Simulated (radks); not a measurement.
Numerical settings for the strontium ion Sr3+, [Ar] 3d10 4s2 4p5. Method: Dirac Kohn-Sham, PBE, spin-unpolarised, spherical densities, point nucleus; open shells are shared between the two j in proportion to 2j + 1; computed with a radial shooting solver on a logarithmic mesh with Libxc functionals. The defaults (mesh step 0.008 in ln r, mesh end at 40 bohr or more with all orbitals vanishing there, Anderson mixing 0.5 over 9 steps, residual threshold near 1e-9 with the energy settled to 1e-9 hartree or 1e-11 of itself, here a cap of 73 iterations) give E = -3177.5865 hartree and 4p3/2 at -49.746 eV in 15 iterations. Run on one thread of a shared host, so times are rough (Intel(R) Xeon(R) Platinum 8559C): 0.11 s of CPU time, 0.11 s wall, 15 iterations on 2476 mesh points. Changes against that run (0 stands for a change within the tolerance of the run):

| setting | iterations | converged | E (mhartree) | e(4p3/2) (meV) | CPU (s) |
|---|---|---|---|---|---|
| mesh step in ln r 0.03 | 15 | yes | 0 | 0 | 0.04 |
| mesh step in ln r 0.05 | 15 | yes | -0.00368 | -0.0118 | 0.02 |
| mesh step in ln r 0.2 | 2 | no | diverged | - | 0.01 |
| mesh end (bohr) 8 | 15 | yes | 0 | 0 | 0.1 |
| mesh end (bohr) 1 | 14 | level above zero | +1.17e+05 | +5.02e+05 | 0.07 |
| residual threshold 0.1 | 9 | yes | 0 | +0.118 | 0.08 |
| residual threshold 1e-05 | 9 | yes | 0 | +0.118 | 0.08 |
| mixing 0.01 | 20 | yes | 0 | 0 | 0.14 |
| linear mixing, mixing 0.5 | 30 | yes | 0 | 0 | 0.16 |
| linear mixing, mixing 1 | 73 | no | 0 | -0.365 | 0.5 |
| mixing history 20 | 19 | yes | 0 | 0 | 0.12 |
| iteration cap 2 | 2 | no | +2.23e+03 | -2.66e+04 | 0.02 |

Settled on a wrong energy, with an occupied level pushed above zero by the early mesh end: mesh end (bohr) 1 (+117 hartree). Apart from these: no run marked as converged misses the energy by more than 1 mhartree. A mesh that ends early acts as a hard wall.
